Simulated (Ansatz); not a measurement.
One change: `BN(C)BC` becomes `BN(B)C`.

Ansatz, PBE0-D4/def2-TZVP geometries, multiplicity 1. Each molecule was computed in one conformer, which needn't be the lowest.

| property | `BN(C)BC` |
| --- | --- |
| HOMO–LUMO gap (B3LYP/def2-TZVPP) / eV | 7.19 |
| LUMO energy (B3LYP/def2-TZVPP) / eV | -1.08 |
| HOMO energy (B3LYP/def2-TZVPP) / eV | -8.26 |
| size of the dipole moment (B3LYP/def2-TZVPP) / D | 1.74 |
| size of the dipole moment (PBE/def2-TZVPP) / D | 1.85 |
| size of the dipole moment (ωB97M-V/def2-TZVPP) / D | 1.75 |

Q: Give the same properties after the change, and the shifts. (Estimate.)

A: Computed: 
| property | `BN(B)C` | shift |
| --- | --- | --- |
| HOMO–LUMO gap (B3LYP/def2-TZVPP) / eV | 7.00 | -0.19 |
| LUMO energy (B3LYP/def2-TZVPP) / eV | -1.50 | -0.42 |
| HOMO energy (B3LYP/def2-TZVPP) / eV | -8.50 | -0.24 |
| size of the dipole moment (B3LYP/def2-TZVPP) / D | 1.49 | -0.25 |
| size of the dipole moment (PBE/def2-TZVPP) / D | 1.56 | -0.29 |
| size of the dipole moment (ωB97M-V/def2-TZVPP) / D | 1.48 | -0.27 |

With PBE0 the HOMO falls by 0.24 eV and the LUMO falls by 0.42 eV, so the gap narrows by about 0.18 eV. PBE moves the HOMO by -0.22 eV and ωB97M-V by -0.24 eV. Dipoles are sizes alone; their direction can turn.

B3LYP here is the variant with VWN-RPA as its local correlation; programs differ in this.
